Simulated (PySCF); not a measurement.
HBrGeS (SMILES [SH][Ge][Br]), singlet, geometry from GFN2-xTB; PySCF with DF-R2SCAN/cc-pV(T+d)Z.

PySCF was given this input:
```python
from pyscf import gto, scf, dft

mol = gto.M(
    atom='''
Ge    0.17820493   -0.97952960    0.10829729
Br    0.81806829    1.27700871    0.09018701
S    -2.00414445   -0.70869642   -0.39150633
H    -2.26863656   -2.01121513   -0.35795711
''',
    basis='cc-pv(t+d)z',
    verbose=4,
    max_memory=1800,
)

mf = dft.RKS(mol)
mf.xc = 'r2scan'
mf = mf.density_fit(auxbasis='def2-universal-jkfit')
mf.kernel()
```

The log (banner, timings and long lists left out):

```
PySCF version 2.14.0

[INPUT] verbose = 4
[INPUT] num. atoms = 4
[INPUT] num. electrons = 84
[INPUT] charge = 0
[INPUT] spin (= nelec alpha-beta = 2S) = 0
[INPUT] symmetry False subgroup None
[INPUT] Mole.unit = angstrom
[INPUT] Symbol           X                Y                Z      unit          X                Y                Z       unit  Magmom
[INPUT]  1 Ge     0.178204930000  -0.979529600000   0.108297290000 AA    0.336758511747  -1.851042674905   0.204652218133 Bohr   0.0
[INPUT]  2 Br     0.818068290000   1.277008710000   0.090187010000 AA    1.545925019291   2.413196720584   0.170428748893 Bohr   0.0
[INPUT]  3 S     -2.004144450000  -0.708696420000  -0.391506330000 AA   -3.787284124567  -1.339242139260  -0.739839739734 Bohr   0.0
[INPUT]  4 H     -2.268636560000  -2.011215130000  -0.357957110000 AA   -4.287101774575  -3.800645773282  -0.676440902241 Bohr   0.0

nuclear repulsion = 474.607550980179
number of shells = 15
number of NR pGTOs = 302
number of NR cGTOs = 139
basis = cc-pv(t+d)z
ecp = {}

******** <class 'pyscf.df.df_jk.DFRKS'> ********
method = DFRKS
initial guess = minao
damping factor = 0
level_shift factor = 0
DIIS = <class 'pyscf.scf.diis.CDIIS'>
diis_start_cycle = 1
diis_space = 8
diis_damp = 0
SCF conv_tol = 1e-09
SCF conv_tol_grad = None
SCF max_cycles = 50
direct_scf = False
XC library pyscf.dft.libxc version 7.1.2
    S. Lehtola, C. Steigemann, M. J. T. Oliveira, and M. A. L. Marques,  SoftwareX 7, 1–5 (2018)
XC functionals = r2scan
    J. W. Furness, A. D. Kaplan, J. Ning, J. P. Perdew, and J. Sun,  J. Phys. Chem. Lett. 11, 8208–8215 (2020)
    J. W. Furness, A. D. Kaplan, J. Ning, J. P. Perdew, and J. Sun,  J. Phys. Chem. Lett. 11, 9248–9248 (2020)
    J. W. Furness, A. D. Kaplan, J. Ning, J. P. Perdew, and J. Sun,  J. Phys. Chem. Lett. 11, 8208–8215 (2020)
    J. W. Furness, A. D. Kaplan, J. Ning, J. P. Perdew, and J. Sun,  J. Phys. Chem. Lett. 11, 9248–9248 (2020)
radial grids:
    Treutler-Ahlrichs [JCP 102, 346 (1995); DOI:10.1063/1.469408] (M4) radial grids

becke partition: Becke, JCP 88, 2547 (1988); DOI:10.1063/1.454033
pruning grids: <function nwchem_prune>
grids dens level: 3
symmetrized grids: False
atomic radii adjust function: <function treutler_atomic_radii_adjust>
small_rho_cutoff = 0
Set gradient conv threshold to 3.16228e-05
Initial guess from minao.
tot grids = 69752
init E= -5048.53584694949
  HOMO = -0.253550564024598  LUMO = -0.120263131945951  gap/eV = 3.62694
cycle= 1 E= -5050.01936808475  delta_E= -1.48  |g|= 0.561  |ddm|= 3.37
  HOMO = -0.227152937956354  LUMO = -0.151268224092918  gap/eV = 2.06493
cycle= 2 E= -5049.71016738709  delta_E= 0.309  |g|= 1.12  |ddm|= 2.28
  HOMO = -0.234708701738287  LUMO = -0.114073069148656  gap/eV = 3.28266
cycle= 3 E= -5050.05964811807  delta_E= -0.349  |g|= 0.223  |ddm|= 1.96
  HOMO = -0.240820528083751  LUMO = -0.125861664993729  gap/eV = 3.12819
cycle= 4 E= -5050.07752826322  delta_E= -0.0179  |g|= 0.0588  |ddm|= 0.511
  HOMO = -0.242820737316415  LUMO = -0.128345209210506  gap/eV = 3.11504
cycle= 5 E= -5050.07836904319  delta_E= -0.000841  |g|= 0.0292  |ddm|= 0.121
  HOMO = -0.243050164506424  LUMO = -0.127536750683804  gap/eV = 3.14328
cycle= 6 E= -5050.0785942104  delta_E= -0.000225  |g|= 0.00785  |ddm|= 0.0572
  HOMO = -0.242812443176059  LUMO = -0.127444722417363  gap/eV = 3.13932
cycle= 7 E= -5050.0786181293  delta_E= -2.39e-05  |g|= 0.000849  |ddm|= 0.0156
  HOMO = -0.242682758861279  LUMO = -0.127277472854098  gap/eV = 3.14034
cycle= 8 E= -5050.07861830165  delta_E= -1.72e-07  |g|= 0.000465  |ddm|= 0.00198
  HOMO = -0.242721251136183  LUMO = -0.127309282681308  gap/eV = 3.14052
cycle= 9 E= -5050.07861836202  delta_E= -6.04e-08  |g|= 9.64e-05  |ddm|= 0.000721
  HOMO = -0.242724054904048  LUMO = -0.127313827328988  gap/eV = 3.14047
cycle= 10 E= -5050.07861836524  delta_E= -3.22e-09  |g|= 1.8e-05  |ddm|= 0.000159
  HOMO = -0.242723607484586  LUMO = -0.127313901020814  gap/eV = 3.14046
cycle= 11 E= -5050.07861836531  delta_E= -7.19e-11  |g|= 3.9e-06  |ddm|= 3.12e-05
  HOMO = -0.242723815243883  LUMO = -0.127313780462666  gap/eV = 3.14047
Extra cycle  E= -5050.0786183653  delta_E= 1.09e-11  |g|= 5.27e-06  |ddm|= 1.52e-05
converged SCF energy = -5050.0786183653
```
